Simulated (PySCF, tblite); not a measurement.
Isomers of C5H7ClN2, one GFN2-xTB conformer each. Single-point energies are computed at PBE0/pcSseg-1 (PySCF, gas phase, no added dispersion term), electronic only.

**Question.** Rank them by PBE0/pcSseg-1 energy, lowest first (kJ/mol).
A. `[CH3:1][CH2:2][n:3]1[cH:4][c:5]([Cl:6])[cH:7][n:8]1` with C1–C2–N3–C4 -83°
B. `Cc1cnn(C)c1Cl`

**Answer.** B (0.0), A (6.1).

Neighbours under 10 kJ/mol apart (Cc1cnn(C)c1Cl and CCn1cc(Cl)cn1) can change places with a better method, another conformer or zero-point energy. GFN2-xTB itself gives, in the same order: 0.0, 9.2. Both levels put the same isomer lowest.

**Question.** Which frontier levels, dipoles and rotational constants go with these structures?

**Answer.** 
```
       SMILES  HOMO (eV, PBE0/pcSseg-1)  LUMO (eV)  dipole (D)       A, B, C (MHz)
Cc1cnn(C)c1Cl                     -6.78       0.44        0.94    2100, 1996, 1037
CCn1cc(Cl)cn1                     -6.89       0.20        3.04  4924, 908.3, 817.7
```

**Question.** What happens when harmonic zero-point energies from GFN2-xTB frequencies are added?

**Answer.** 
| SMILES | ZPE (kJ/mol) | electronic (kJ/mol) | with ZPE (kJ/mol) |
| --- | --- | --- | --- |
| Cc1cnn(C)c1Cl | 300.0 | 0.0 | 0.0 |
| CCn1cc(Cl)cn1 | 303.1 | 6.1 | 9.2 |

The zero-point energies span 3.1 kJ/mol. The order is unchanged.
